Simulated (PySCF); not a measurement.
C3H7BO3. Atoms are numbered in the order given.

```xyz
14

O      2.1454     0.0486     0.0336
B      0.8238    -0.2236    -0.0932
O      0.3049    -1.4846    -0.0224
C     -1.1261    -1.4226    -0.1695
C     -1.5277     0.0239     0.1516
C     -0.3214     0.8521    -0.3227
O     -0.2195     2.0792     0.3813
H      2.6794    -0.7415     0.1942
H     -1.5839    -2.1655     0.5007
H     -1.3851    -1.6977    -1.2074
H     -1.6168     0.1630     1.2418
H     -2.4892     0.3072    -0.3040
H     -0.4263     1.0373    -1.4173
H      0.7077     2.3490     0.3622
```
Charge 0, spin multiplicity 1.

Geometry: B3LYP-D3(BJ)/def2-SVP. The structure was generated by enumeration; whether it is a known compound was not checked. Other conformers were not sampled.

The numbers are results of PBE/def2-TZVP (PySCF), not measurements.

Atomic charges (e):

| atom | Mulliken | meta-Löwdin |
|---|---|---|
| O1 | -0.39 | -0.49 |
| B2 | (withheld) | 0.38 |
| O3 | -0.25 | -0.37 |
| C4 | -0.04 | -0.01 |
| C5 | (withheld) | -0.22 |
| C6 | 0.00 | -0.01 |
| O7 | -0.41 | -0.52 |
| H8 | (withheld) | 0.35 |
| H9 | (withheld) | 0.12 |
| H10 | (withheld) | 0.11 |
| H11 | (withheld) | 0.12 |
| H12 | (withheld) | 0.12 |
| H13 | 0.06 | 0.10 |
| H14 | (withheld) | 0.34 |

Problem. Complete the blanks. (The exact figures need the calculation; the answer reports its results.)

Solution. 
- B2, Mulliken: 0.16
- C5, Mulliken: -0.17
- H8, Mulliken: 0.32
- H9, Mulliken: 0.11
- H10, Mulliken: 0.10
- H11, Mulliken: 0.10
- H12, Mulliken: 0.11
- H14, Mulliken: 0.30

Problem. Give the Mayer and Wiberg (Löwdin basis) orders of the bonds. (Estimate from the structure and the level; the computed values follow.)

Solution. 
```tsv
bond	Mayer	Wiberg
O1–B2	1.39	2.02
B2–O3	1.30	1.82
O3–C4	0.97	1.31
C4–C5	1.02	1.20
B2–C6	1.02	1.08
C5–C6	0.96	1.13
C6–O7	1.12	1.55
O1–H8	0.87	0.94
C4–H9	0.95	0.88
C4–H10	0.95	0.88
C5–H11	0.94	0.83
C5–H12	0.94	0.85
C6–H13	0.91	0.78
O7–H14	0.90	1.01
```
